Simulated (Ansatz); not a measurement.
A nudged elastic band was laid between two geometries of C3H6SiTe (11 atoms, charge 0, multiplicity 1).

All numbers below come from RKS PBE/def2-SVP (Ansatz 0.2.0).

| Property | Result |
| --- | --- |
| movable images | 4 |
| climbing image | no |
| spring | 5.0 eV/Å² |
| optimiser | quadratic models (default) |
| start path | through a guess of the saddle point |
| force threshold | 0.05 eV/Å |
| iteration limit | 60 |
| end points | relaxed |

First end point:

```xyz
11
Properties=species:S:1:pos:R:3
C -1.620 0.805 1.971
C -0.765 0.007 1.589
Si 0.507 -1.161 0.961
Te 0.257 -1.528 -1.515
C 0.446 0.602 -1.984
H -2.373 1.503 2.314
H 1.860 -0.598 1.302
H 0.338 -2.506 1.609
H 0.261 0.700 -3.069
H -0.313 1.167 -1.415
H 1.466 0.950 -1.742
```

Last end point:

```xyz
11
Properties=species:S:1:pos:R:3
C -1.333 1.341 2.042
C -0.718 0.280 1.653
Si 0.408 -1.081 1.035
Te 0.057 -1.463 -1.419
C 0.397 0.642 -1.923
H -1.958 0.269 1.560
H 1.786 -0.597 1.388
H 0.100 -2.370 1.739
H 0.098 0.760 -2.981
H -0.237 1.276 -1.276
H 1.466 0.887 -1.798
```

**Question.** What changes between the two ends?

**Answer.** No bond is made or broken.

**Question.** What energy profile does the band end with?

**Answer.** The forces met the threshold. The highest image is number 3 of 0 to 5, 2.00 eV above the first end and 0.07 eV above the last; the last end lies 1.93 eV above the first. No image climbed, so the highest image needn't sit at the top of the path.

```json
{"image": "0", "path coordinate (Å)": "0.00", "energy (eV)": "0.00"}
{"image": "1", "path coordinate (Å)": "0.70", "energy (eV)": "0.12"}
{"image": "2", "path coordinate (Å)": "1.40", "energy (eV)": "0.99"}
{"image": "3", "path coordinate (Å)": "2.10", "energy (eV)": "2.00"}
{"image": "4", "path coordinate (Å)": "2.80", "energy (eV)": "1.96"}
{"image": "5", "path coordinate (Å)": "3.50", "energy (eV)": "1.93"}
```

**Question.** What is the geometry of the highest image?

**Answer.** 
```xyz
11
Properties=species:S:1:pos:R:3
C -1.694 0.745 2.501
C -0.843 0.029 1.865
Si 0.417 -1.075 1.029
Te -0.121 -1.396 -1.401
C 0.398 0.661 -1.950
H -1.656 0.897 1.264
H 1.778 -0.460 1.197
H 0.347 -2.417 1.698
H 0.353 0.702 -3.054
H -0.336 1.366 -1.521
H 1.422 0.892 -1.606
```

Time of the run: 3 min on 2 threads of Arm Neoverse V1, on a shared host, peak memory 0.16 GiB.
